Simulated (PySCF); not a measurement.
Gas-phase reaction: Zn + H2 → ZnH2

Energies from PySCF, thermal terms from the rigid-rotor harmonic-oscillator model, ideal gas at 1 bar. † marks an energy on the PBE0/def2-TZVP geometry and frequencies; other levels use their own. MP2 freezes the core. 6-31G* has spherical d functions here. All species are closed-shell singlets. Zn: all electrons, no relativistic terms. ZnH2: computed as isolated molecules; such fragments, hydroxides, amides, oligomers or adducts are transient or little studied in the gas. MP2 isn't extrapolated to the basis-set limit; its ΔH°(298 K) is -0.5 kJ in def2-SVP and 6.1 kJ in def2-TZVPP. The harmonic model lacks anharmonicity and excited electronic states, which grow with temperature; levels with a mode under 35 cm⁻¹ are left out.

| level | ΔE electronic, kJ | ΔH°(298 K), kJ | ΔS°(298 K), J/K | ΔG°(800 K), kJ |
|---|---|---|---|---|
| HF/6-31G* | 14 | 9 | -88 | 82 |
| M06-2X/def2-TZVP† | 36 | 35 | -90 | 110 |
| MP2/def2-TZVPP† | 8 | 6 | -90 | 81 |
| PBE0/def2-QZVP† | 7 | 5 | -90 | 80 |
| PBE0/def2-SVP† | -1 | -2 | -90 | 72 |
| r2SCAN/def2-TZVP† | 0 | -1 | -90 | 74 |
| ωB97X-V/def2-TZVP† | -2 | -4 | -90 | 71 |
ΔH° is lowest at ωB97X-V/def2-TZVP† and highest at M06-2X/def2-TZVP†. No reference value is set beside these.
